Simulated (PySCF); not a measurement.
## Correlation energy of C⁺ (carbon, charge +1)

[He] 2s2 2p1, 2P determinant. Calculation: PySCF 2.14, in aug-cc-pVTZ-DK (5s4p3d2f, 46 functions); scalar relativity by spin-free X2C-1e. Frozen: 1s2; 3 electrons correlated.

```json
{"level": "CCSD", "correlation energy (mhartree)": "-74.68"}
{"level": "(T)", "correlation energy (mhartree)": "-1.16"}
{"level": "CCSD(T)", "correlation energy (mhartree)": "-75.84"}
{"level": "CCSDT", "correlation energy (mhartree)": "-76.14"}
```

Diagnostics: T1 = 0.0095, D1 = 0.0180, largest double amplitude 0.131.

Cost of the coupled-cluster step: of the order of 1.6 core-seconds, for 3 correlated electrons.

Iterations:

```
CC2 = 0
CCSD nocc = (np.int64(2), np.int64(1)), nmo = (45, 45)
frozen orbitals [[0], [0]]
max_cycle = 100
direct = 0
conv_tol = 1e-08
conv_tol_normt = 1e-06
diis_space = 8
diis_start_cycle = 0
Init t2, MP2 energy = -0.0509861064326111
Init E_corr(UCCSD) = -0.0509861064628808
cycle = 1  E_corr(UCCSD) = -0.0644438268832455  dE = -0.0134577204  norm(t1,t2) = 0.0542427
cycle = 2  E_corr(UCCSD) = -0.0697216914777423  dE = -0.00527786459  norm(t1,t2) = 0.0267976
cycle = 3  E_corr(UCCSD) = -0.0747231517880625  dE = -0.00500146031  norm(t1,t2) = 0.0140007
cycle = 4  E_corr(UCCSD) = -0.0746454470165055  dE = 7.77047716e-05  norm(t1,t2) = 0.00122371
cycle = 5  E_corr(UCCSD) = -0.0746887794177123  dE = -4.33324012e-05  norm(t1,t2) = 0.00019642
cycle = 6  E_corr(UCCSD) = -0.0746708445319637  dE = 1.79348857e-05  norm(t1,t2) = 4.6488e-05
cycle = 7  E_corr(UCCSD) = -0.0746760991105371  dE = -5.25457857e-06  norm(t1,t2) = 1.49724e-05
cycle = 8  E_corr(UCCSD) = -0.0746758507650813  dE = 2.48345456e-07  norm(t1,t2) = 2.10318e-06
cycle = 9  E_corr(UCCSD) = -0.074675714409558  dE = 1.36355523e-07  norm(t1,t2) = 4.71121e-07
cycle = 10  E_corr(UCCSD) = -0.0746757489004056  dE = -3.44908476e-08  norm(t1,t2) = 1.21425e-07
cycle = 11  E_corr(UCCSD) = -0.0746757481547828  dE = 7.45622855e-10  norm(t1,t2) = 2.10472e-08
UCCSD converged
E(UCCSD) = -37.38474420361718  E_corr = -0.07467574815478276
UCCSD(T) correction = -0.00115749396949978
```
